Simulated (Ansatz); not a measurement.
Start from `CCCCOC(C)(C)C` and change one atom or group to get `CC(C)(C)[O][AlH2]`.

Ansatz, PBE0-D4/def2-TZVP geometries, multiplicity 1. Each molecule was computed in one conformer, which needn't be the lowest.

```
                                          property  `CCCCOC(C)(C)C`
               HOMO–LUMO gap (PBE/def2-TZVPP) / eV             5.91
           HOMO–LUMO gap (ωB97M-V/def2-TZVPP) / eV            12.05
                 LUMO energy (PBE/def2-TZVPP) / eV             0.30
             LUMO energy (ωB97M-V/def2-TZVPP) / eV             2.47
size of the dipole moment (ωB97M-V/def2-TZVPP) / D             1.14
                LUMO energy (PBE0/def2-TZVPP) / eV             1.08
```

(1) Give the same properties after the change, and the shifts. (Estimate.)

## Answers

(1) Ansatz gave: 
| property | `CC(C)(C)[O][AlH2]` | shift |
| --- | --- | --- |
| HOMO–LUMO gap (PBE/def2-TZVPP) / eV | 4.73 | -1.18 |
| HOMO–LUMO gap (ωB97M-V/def2-TZVPP) / eV | 10.77 | -1.28 |
| LUMO energy (PBE/def2-TZVPP) / eV | -1.67 | -1.97 |
| LUMO energy (ωB97M-V/def2-TZVPP) / eV | 0.67 | -1.80 |
| size of the dipole moment (ωB97M-V/def2-TZVPP) / D | 1.17 | 0.03 |
| LUMO energy (PBE0/def2-TZVPP) / eV | -0.91 | -1.99 |

With PBE0 the HOMO falls by 0.65 eV and the LUMO falls by 1.99 eV, so the gap narrows by about 1.34 eV. PBE moves the HOMO by -0.80 eV and ωB97M-V by -0.52 eV. Dipoles are sizes alone; their direction can turn.
